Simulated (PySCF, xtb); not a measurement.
Te(OMe)(NH2) (CH5NOTe), SMILES CO[Te]N.

GFN2-xTB (xtb 6.7.1) at its own geometry gives an orbital gap of 3.92 eV and a dipole moment of 1.79 D.

Coordinates come from a B3LYP-D3(BJ)/def2-SVP optimisation. This is a generated structure with no PubChem entry under its InChIKey; it may be hypothetical. The def2 effective core potentials stand for the cores of Te; spin–orbit coupling is left out. One conformer was computed; it need not be the lowest.

What does PBE0/def2-TZVP (PySCF) give? (The exact figures need the calculation; the answer reports its results.)

gap 4.90 eV (levels -6.15 and -1.25 eV), dipole 1.55 D.
